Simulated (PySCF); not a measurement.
C₂H₆Ga (SMILES [CH3][Ga+][CH3]), charge +1, singlet, geometry from GFN2-xTB (such geometries of metal compounds can be far from the true shape). Base run: B3LYP/cc-pVDZ run with PySCF.

Geometry (Å):
```xyz
9

Ga     0.0034     0.0034     0.0048
C      1.5850     0.2172    -1.2945
H      2.2522    -0.6438    -1.1796
H      2.1175     1.1441    -1.0568
H      1.1910     0.2574    -2.3155
C     -1.5952    -0.2272     1.2802
H     -2.1101    -1.1593     1.0245
H     -2.2707     0.6256     1.1536
H     -1.2252    -0.2685     2.3101
```
Charge +1, spin multiplicity 1.
All else is at PySCF's defaults.

Each row names what was changed in the base input (with any setting that the change needs).

```csv
change,basis functions,E (Eh),HOMO (eV),HOMO-LUMO gap (eV)
base,85,-2004.43246,-13.56,6.47
basis = x2c-SVPall; relativity = spin-free X2C,90,-2023.11676,-13.63,6.53
basis = jorge-DZP-DKH; relativity = spin-free X2C; nucleus = Gaussian (with mol.nucmod = 'G'),103,-2023.39780,-13.61,6.53
basis = x2c-SVPall; relativity = none,90,-1997.10706,-13.66,6.47
basis = cc-pVTZ-DK; relativity = spin-free X2C,187,-2023.55920,-13.59,6.52
basis = cc-pVTZ-DK; relativity = spin-free X2C; nucleus = Gaussian (with mol.nucmod = 'G'),187,-2023.54838,-13.59,6.52
basis = jorge-DZP-DKH; relativity = spin-free X2C,103,-2023.40768,-13.61,6.53
basis = x2c-SVPall; relativity = spin-free X2C; nucleus = Gaussian (with mol.nucmod = 'G'),90,-2023.10815,-13.63,6.53
basis = cc-pVTZ-DK; relativity = none,187,-1993.61804,-13.59,6.47
basis = jorge-DZP-DKH; relativity = none,103,-2000.00344,-13.62,6.49
```

Absolute energies of different levels of theory aren't comparable as measures of quality.

Basis sets contracted for a relativistic Hamiltonian are a mismatch without it, so the rows without relativity aren't non-relativistic limits. No row has spin-orbit coupling; sets with core potentials leave out the core electrons.
